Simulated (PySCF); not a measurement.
A side-by-side comparison of computed properties.

First species: Si(vinyl)2Cl2, C₄H₆Cl₂Si.
Structure used (PBE0-D3(BJ)/def2-SVP), in Å, numbered top down from 1:
```xyz
13
C4H6Cl2Si angstrom
Si    -0.4879   -0.3483   -0.4742
C     -0.7137   -0.6380    1.3413
C     -1.4115    0.1665    2.1495
H     -0.2545   -1.5439    1.7596
H     -1.8938    1.0753    1.7741
H     -1.5327   -0.0504    3.2161
C      1.2804   -0.2746   -1.0207
C      1.8366    0.7760   -1.6324
H      1.8961   -1.1634   -0.8262
H      1.2598    1.6804   -1.8538
H      2.8884    0.7752   -1.9391
Cl    -1.4423    1.4124   -1.0014
Cl    -1.3943   -1.9194   -1.4707
```

Second species: C₅H₁₆N₂Si₂.
SMILES: `CCC[Si@H]1N[Si@@H](CC)N1`

Levels: PBE0/def2-SVPD for HOMO energy, LUMO energy, HOMO–LUMO gap and static isotropic polarisability; TDDFT PBE0/def2-SVPD for lowest singlet excitation; TDA PBE0/def2-SVPD for lowest triplet excitation (Tamm–Dancoff). Geometries: PBE0-D3(BJ)/def2-SVP. Each species is one conformer at its optimised geometry, gas phase, non-relativistic unless stated; the electronic structure was computed with PySCF and density fitting.

Dipoles, sizes and rotational constants follow the conformer. The torsions of the flexible species, by atom-mapped SMILES:
- `[CH3:1][CH2:2][CH2:3][Si@H:4]1[NH:5][Si@@H:6]([CH2:7][CH3:8])[NH:9]1`: C1–C2–C3–Si4 179°, C2–C3–Si4–N5 65°, N5–Si6–C7–C8 166°

Values for the first species:

| Property | Result |
| --- | --- |
| HOMO energy | -8.24 eV |
| LUMO energy | -1.37 eV |
| HOMO–LUMO gap | 6.87 eV |
| Lowest singlet excitation | 6.00 eV |
| Lowest triplet excitation (Tamm–Dancoff) | 4.05 eV |
| Static isotropic polarisability | 100.2 au |

(1) Estimate the same properties for the second species, and the change in each.

Answers

(1) 
```tsv
property	first	second	second less first
HOMO energy	-8.24 eV	-6.89 eV	+1.35 eV
LUMO energy	-1.37 eV	0.18 eV	+1.55 eV
HOMO–LUMO gap	6.87 eV	7.07 eV	+0.20 eV
lowest singlet excitation	6.00 eV	5.80 eV	-0.20 eV
lowest triplet excitation (Tamm–Dancoff)	4.05 eV	5.56 eV	+1.51 eV
static isotropic polarisability	100.2 au	125.3 au	+25.1 au
```

On the first: The polarisability is 14.84 Å³ as a volume (1 au = 0.148185 Å³), or 1.28 au for each of the 78 electrons. No computed singlet falls in the visible range (750 to 380 nm, 1.65 to 3.26 eV); S1 lies 2.74 eV above its blue end.

On the second: The 10 singlets span 5.80 to 7.36 eV, and their oscillator strengths add up to 0.17. The principal polarisabilities are 108.6, 116.0 and 151.4 au; their mean is the isotropic value.
